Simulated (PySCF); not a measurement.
# How a change of structure moves an absorption spectrum

Computed with TDDFT PBE0/def2-SVPD, vertical, gas phase, core orbitals frozen in the response, def2 core potentials past Kr (PySCF 2.14.0, density-fitted response routines). Geometries: PBE0-D3(BJ)/def2-SVP; one conformer of each isolated species. Triplets are in the Tamm–Dancoff approximation. Atoms past krypton carry core potentials; spin–orbit coupling is left out.

Parent: MoSeCl4, `[Cl][Mo]([Cl])([Cl])([Cl])=[Se]`, with lowest singlet excitation energy 2.01 eV, lowest triplet energy 1.75 eV, LUMO energy -5.26 eV, mean static polarisability 135.5 au. Its spectrum: 2.01 eV (f 0.002 summed over 2 states); 2.35 eV (f 0.000); 2.60 eV (f 0.000); 2.72 eV (f 0.000); 2.84 eV (f 0.000).

Task: Give the shifts from the parent for: ligand (all four): Cl to Me (`[CH3][Mo]([CH3])([CH3])([CH3])=[Se]`); ligand (all four): Cl to F (`[F][Mo]([F])([F])([F])=[Se]`); ligand (all four): Cl to Br (`[Se]=[Mo]([Br])([Br])([Br])[Br]`).

Result: 

| change | SMILES | Δ S1 (eV) | Δ T1 (eV) | Δ LUMO (eV) | Δ α (au) |
| --- | --- | --- | --- | --- | --- |
| ligand (all four): Cl to Me | [CH3][Mo]([CH3])([CH3])([CH3])=[Se] | +0.23 | +0.14 | +2.05 | -2.6 |
| ligand (all four): Cl to F | [F][Mo]([F])([F])([F])=[Se] | +0.93 | +0.60 | +0.71 | -66.8 |
| ligand (all four): Cl to Br | [Se]=[Mo]([Br])([Br])([Br])[Br] | -0.37 | -0.68 | +0.06 | +37.7 |

S1 falls most with ligand (all four): Cl to Br (-0.37 eV), and it rises most with ligand (all four): Cl to F (+0.93 eV). S1 is simply the lowest singlet of each species and needn't be the same kind of state throughout.

Lowest levels of each derivative:
- `[CH3][Mo]([CH3])([CH3])([CH3])=[Se]`: 2.24 eV (f 0.002); 2.53 eV (f 0.007); 3.11 eV (f 0.003)
- `[F][Mo]([F])([F])([F])=[Se]`: 2.94 eV (f 0.001 summed over 2 states); 3.11 eV (f 0.000); 3.41 eV (f 0.000)
- `[Se]=[Mo]([Br])([Br])([Br])[Br]`: 1.63 eV (f 0.000); 1.69 eV (f 0.003 summed over 2 states); 2.02 eV (f 0.000)
